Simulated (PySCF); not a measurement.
NiO at PBE0

Level: PBE0. basis Ni def2-TZVP, O def2-TZVP; no relativity; PySCF 2.14.

* state: ³Σ⁻ (triplet), unpaired electrons π ↑↑
* bond length: 1.613 Å
* harmonic wavenumber: 891 cm⁻¹
* force constant: 5.86 mdyn/Å
* rotational constant Be: 0.5167 cm⁻¹
* anharmonicity ωexe: 4.88 cm⁻¹
* vibration–rotation constant αe: 0.00383 cm⁻¹
* bond order (Mayer): 1.94
* dipole moment (positive dipole means Ni(−)O(+)): -4.89 D

De is left out where the level can put another filling of the metal’s s and d shells below the measured ground configuration, by anything from nothing to about 1 eV. The state is the lowest single determinant that the PBE0 search found; with open d or f shells the true ground state can be another one.
